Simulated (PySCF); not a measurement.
Electronic structure of Zr⁺ (zirconium, charge +1) at the UHF level

Configuration: [Kr] 4d1 5s2, 2D determinant (an excited configuration). Computed with PySCF 2.14 in aug-cc-pVDZ-PP with ECP28MDF, with a scalar-relativistic core potential.

```json
{"Total energy": "-46.024747 hartree", "One-electron energy": "-73.7756 hartree", "Hartree (Coulomb) energy": "32.7703 hartree", "Exchange energy": "-5.0194 hartree", "⟨S²⟩": "0.7778", "⟨L²⟩": "7.047", "Sum of ⟨r⟩": "19.53 bohr", "Sum of ⟨r²⟩": "47.22 bohr²", "Traceless quadrupole moment −½Σ⟨3z² − r²⟩ along its main axis": "3.98 e·bohr²"}
```

```csv
shell,electrons,mean orbital energy (hartree),spread (hartree),"rms radius, mean of both spins (bohr)"
4s α,1,-2.87745,0,1.30
4s β,1,-2.83534,0,1.30
4p α,3,-1.86280,0.02562,1.46
4p β,3,-1.80704,0.06110,1.46
4d α,1,-0.62235,0,2.16
5s α,1,-0.47276,0,3.63
5s β,1,-0.45649,0,3.63
```

⟨L²⟩ = 7.05 against 6 for a pure D term, so this real determinant mixes terms. Energies and moments cover only the electrons outside the core potential.
